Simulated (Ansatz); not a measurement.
Geometry optimisation, Ansatz, RHF/def2-mTZVP.

input.yaml

```yaml
crystal:
  periodic: [false, false, false]
  atoms:
    - { symbol: B, position_ang: [-0.035625, -0.529949, -0.386454] }
    - { symbol: Cl, position_ang: [0.471357, 0.377429, 2.502836] }
    - { symbol: Cl, position_ang: [1.380416, 0.199595, -1.143945] }
    - { symbol: Cl, position_ang: [-1.593672, 0.276274, -0.597403] }
    - { symbol: Si, position_ang: [0.066013, -2.321168, 0.454361] }
    - { symbol: H, position_ang: [-0.267091, -3.34199, -0.558942] }
    - { symbol: H, position_ang: [1.409733, -2.593736, 0.995843] }
    - { symbol: H, position_ang: [-0.910799, -2.435801, 1.559418] }
    - { symbol: H, position_ang: [-0.026132, -0.838956, 2.675985] }
basis:
  gaussian: { orbitals: def2-mTZVP }
hamiltonian:
  xc: hf
relax:
  f_tol: 0.03
  max_steps: 50
output:
  orbitals: {}
```

Run as:

```bash
$ ansatz run input.yaml --threads 4 --pin off --max-ram 5120MiB --backend cpu --events-out ev --progress --plain --runs-dir out
```

Where does it end, and by what steps?

The run converged. The force dipped under the threshold on the way, but the program's further checks kept it going. After 18 steps the energy has fallen by 0.306 eV; H9 moved furthest, 1.42 Å.

| step | energy less start (eV) | largest force component (eV/Å) | accepted |
| --- | --- | --- | --- |
| 0 | 0.0000 | 1.401 | yes |
| 1 | -0.1692 | 0.594 | yes |
| 2 | -0.2324 | 0.285 | yes |
| 3 | -0.2578 | 0.300 | yes |
| 4 | -0.2817 | 0.249 | yes |
| 5 | -0.2947 | 0.102 | yes |
| 6 | -0.3005 | 0.044 | yes |
| 7 | -0.3019 | 0.035 | yes |
| 8 | -0.2800 | 0.863 | no |
| 9 | -0.3035 | 0.014 | yes |
| 10 | -0.3027 | 0.238 | no |
| 11 | -0.3040 | 0.032 | yes |
| 12 | -0.3035 | 0.113 | no |
| 13 | -0.3044 | 0.014 | yes |
| 14 | -0.3046 | 0.025 | yes |
| 15 | -0.3049 | 0.059 | yes |
| 16 | -0.3051 | 0.105 | yes |
| 17 | -0.3054 | 0.068 | yes |
| 18 | -0.3060 | 0.021 | yes |

```xyz
9
Properties=species:S:1:pos:R:3
B -0.062 -0.636 -0.647
Cl 0.738 0.375 3.130
Cl 1.338 0.172 -1.348
Cl -1.624 0.178 -0.755
Si 0.088 -2.487 0.198
H -0.293 -3.481 -0.826
H 1.465 -2.753 0.647
H -0.843 -2.596 1.336
H -0.314 0.019 3.767
```

The run took 21 s on 4 threads of Arm Neoverse V1, on a shared host, peak memory 0.28 GiB.
